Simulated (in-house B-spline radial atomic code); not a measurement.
Configurations of Pm⁶⁺, with energies counted from [Kr] 4d10 4f3 5s2 5p4. All numbers are computed (scalar-relativistic (X2C) B3LYP, spin-polarised, spherical fractional occupations, exact exchange averaged over the configuration; Fermi nucleus of rms radius 4.962 fm) with an all-electron radial atomic-structure program (B-spline basis), not measured. Shells without spins written out take the highest spin.

Occupations are held fixed; configurations that lie above the ionisation limit could autoionise.

| configuration | E - E(ref) (eV) | highest orbital | its <r> (bohr) |
| --- | --- | --- | --- |
| [Kr] 4d10 4f2 5s2 5p4 6s1 | 37.623 | 6s up | 2.566 |
| [Kr] 4d10 4f2 5s2 5p4 6p1 | 45.649 | 6p up | 2.845 |
| [Kr] 4d10 4f3 5s2 5p3 6d1 | 59.084 | 6d up | 3.459 |
| [Kr] 4d9 4f4 5s2 5p4 | 120.27 | 4f up | 0.8248 |

(1) Order these further configurations by energy, lowest first.
A. [Kr] 4d10 4f2 5s2 5p4 5d1
B. [Kr] 4d9 4f3 5s2 5p4 6p1
C. [Kr] 4d10 4f2 5s2 5p5
D. [Kr] 4d10 4f3 5s2 5p3 6p1
E. [Kr] 4d10 4f3 5s2 5p3 6s1

(2) Is the reference the lowest configuration at this level of theory?

Answers

(1) C (-4.8794 eV), A (23.937 eV), E (39.954 eV), D (47.894 eV), B (167.83 eV).

(2) No: [Kr] 4d10 4f2 5s2 5p5 lies 4.879 eV lower with this functional.
